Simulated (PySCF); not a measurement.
Static response to an electric field

2-vinylthiophene, C₆H₆S.
SMILES with atom numbers: `[CH2:1]=[CH:2][c:3]1[cH:4][cH:5][cH:6][s:7]1` (hydrogens: H8, H9 on C1; H10 on C2; H11 on C4; H12 on C5; H13 on C6)

Structure used (PBE0-D3(BJ)/def2-SVP), in Å, numbered top down from 1:
```
atom  x, y, z in Å
C1    -2.2517   -0.7451    1.1550
C2    -1.6301   -0.2699    0.0673
C3    -0.2177    0.0336   -0.0689
C4     0.4177    0.5228   -1.1918
C5     1.8118    0.7177   -1.0092
C6     2.2244    0.3751    0.2519
S7     0.9221   -0.1844    1.2208
H8    -1.7115   -0.9543    2.0835
H9    -3.3260   -0.9396    1.1497
H10   -2.2155   -0.0765   -0.8385
H11   -0.1165    0.7325   -2.1201
H12    2.4853    1.0961   -1.7791
H13    3.2305    0.4222    0.6667
```

Level: CAM-B3LYP/def2-SVPD (PySCF), static field, nuclei fixed, core orbitals frozen in the response. The polarisability tensor in these axes (au):

```
x   118.14  15.68 -12.11
y    15.68  62.57 -15.55
z   -12.11 -15.55  94.73
```

Diagonalise the tensor; give its mean and Δα, where Δα² is half the sum of the squared differences of the eigenvalues.

Principal values 54.54, 91.20 and 129.70 au; mean 91.81 au = 13.61 Å³ = 15.14 × 10⁻⁴⁰ C²·m²/J; Δα = 65.10 au (71 % of the mean).

What is the dipole moment, and where does it point?

(0.19, 0.24, -0.63) D, 0.70 D in size, pointing from the negative to the positive side. Measured along this direction, the outermost atoms are H8 at the negative end and H12 at the positive end.

In TDDFT the mean static polarisability is Σ f/ω² over all singlet excitations (ω in hartree). How much of it do the 10 lowest give? Their energies (eV) and oscillator strengths: 4.63, 0.2940; 5.38, 0.0951; 5.93, 0.0003; 6.20, 0.0073; 6.51, 0.0003; 6.74, 0.0006; 6.79, 0.0009; 6.81, 0.1347; 7.09, 0.0029; 7.11, 0.2773.

They add up to 19.05 au, 20.7 % of the 91.81 au; the largest single term is 10.17 au, from the state at 4.63 eV. Terms in order: 10.17, 2.44, 0.01, 0.14, 0.01, 0.01, 0.02, 2.15, 0.04, 4.07 au. Higher excitations give the rest. The strengths listed sum to 0.813.

What would n − 1 = 2πNα be for an ideal gas of these molecules at 273.15 K and 1 atm, electronic part alone?

N = p/kT = 2.6868 × 10¹⁹ cm⁻³, so n − 1 = 2π × N × 13.61 × 10⁻²⁴ cm³ = 2297 × 10⁻⁶ at long wavelengths.

Find the Langevin capture rate constant for NO+ (29.998 u) meeting this molecule (110.019 u), k = 2.342 × 10⁻⁹ cm³/s × √(α in Å³ / reduced mass in u).

The reduced mass is 23.57 u, so k = 1.78 × 10⁻⁹ cm³/s. The formula leaves out the permanent dipole, which adds to the capture rate.

Give the principal axes and the span of the nuclei along them.

Largest value along (0.85, 0.30, -0.43), where the nuclei span 6.82 Å; middle along (0.49, -0.19, 0.85), 4.07 Å; least along (-0.17, 0.94, 0.31), 0.00 Å. The response follows the extents in order.

One conformer (not necessarily the lowest) at the PBE0-D3(BJ)/def2-SVP geometry, without solvent, vibrations or thermal averaging.

These values come from a run that also computed excited states and ΔSCF ions. Hardware: an Arm Neoverse V1 with one thread, on a shared host. Cost: 2.1 min, 1.1 GiB resident at most.
